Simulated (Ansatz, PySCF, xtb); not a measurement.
Noncovalent pair: AsH3 (SMILES [AsH3]) (first 4 atoms) with H4OSi (SMILES O[SiH3]); geometry from B3LYP-D3(BJ)/def2-TZVP, rigid monomers moved along the line of their centres of mass till As1···H7 is 3.62 Å.
(charge 0, multiplicity 1):
| atom | x (Å) | y (Å) | z (Å) |
|---|---|---|---|
| As | -0.3709 | -0.1267 | -0.2445 |
| H | -1.8275 | -0.1872 | -0.6745 |
| H | 0.1498 | -0.5095 | -1.6204 |
| H | -0.2570 | 1.3649 | -0.5151 |
| O | 1.0158 | -1.4294 | 3.9207 |
| Si | 0.8929 | -0.1708 | 4.9773 |
| H | 0.7568 | -1.2614 | 3.0052 |
| H | 1.7779 | 0.9607 | 4.5987 |
| H | 1.2980 | -0.6943 | 6.2976 |
| H | -0.4953 | 0.3532 | 5.0536 |

Interaction energies are E(AB) − E(A) − E(B) at the monomers' geometry in the complex; basis-set methods are counterpoise corrected.

Programs: Ansatz (Gaussian orbitals); PySCF for the dispersion terms; xtb for the GFN methods. Values without a source in brackets are computed.

Problem. What interaction energy does GFN1-xTB give?

Solution. -0.5 kcal/mol

Ansatz is a first-principles code.
